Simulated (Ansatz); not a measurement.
Consider the redistribution: `NB(N)S` + `[F][Sn]([F])([F])[Br]` → `NB(N)Br` + `[F][Sn]([F])([F])[SH]`.

Gas-phase electronic energies from Ansatz, PBE0-D4/def2-TZVP geometries. CCSD(T)/CBS is the MP2 limit (def2-TZVPP, def2-QZVPP) plus CCSD(T) − MP2 in def2-TZVPP, frozen cores. Functionals use def2-TZVPP. B3LYP here is the variant with VWN-RPA as its local correlation; programs differ in this. HSE06 is defined as in plane-wave codes. Elements past krypton have def2 core potentials. For Br, Sn outer-core shells are correlated without core-valence functions, which leaves a few kJ/mol of doubt a bond. Scalar relativity is left out up to krypton. One conformer a species, not always the lowest.

```
             level  ΔE (kcal/mol)  difference from CCSD(T)/CBS
            PBE-D4           -0.9                         -0.3
         r2SCAN-D4           -0.5                          0.1
          HSE06-D4           -0.7                         -0.1
          BHLYP-D4           -0.3                          0.3
           ωB97X-V           -0.4                          0.2
            B2PLYP           -0.9                         -0.3
          PBE-QIDH           -0.8                         -0.2
              PBE0           -0.7                         -0.1
             B3LYP           -0.7                         -0.1
           LC-ωPBE           -0.3                          0.3
RPA@PBE/def2-TZVPP           -1.6                         -1.0
     HF/def2-TZVPP            0.5                          1.1
    MP2/def2-TZVPP           -1.9                         -1.3
CCSD(T)/def2-TZVPP           -1.4                         -0.8
    MP2/def2-QZVPP           -1.3                         -0.7
SCS-MP2/def2-QZVPP           -0.9                         -0.3
       CCSD(T)/CBS           -0.6                            0
```

Largest T1 diagnostic among the species: 0.015.

Leaving LDA and LC-ωPBE aside and taking each functional with its dispersion term where it has one, the values, not all of them listed here, spread over 0.8 kcal/mol, from ωB97M-V to B97M-V. In def2-TZVPP, CCSD(T) changes the Hartree–Fock value by −1.9 kcal/mol (the triples alone add −0.2 kcal/mol) and MP2 by −2.4 kcal/mol.
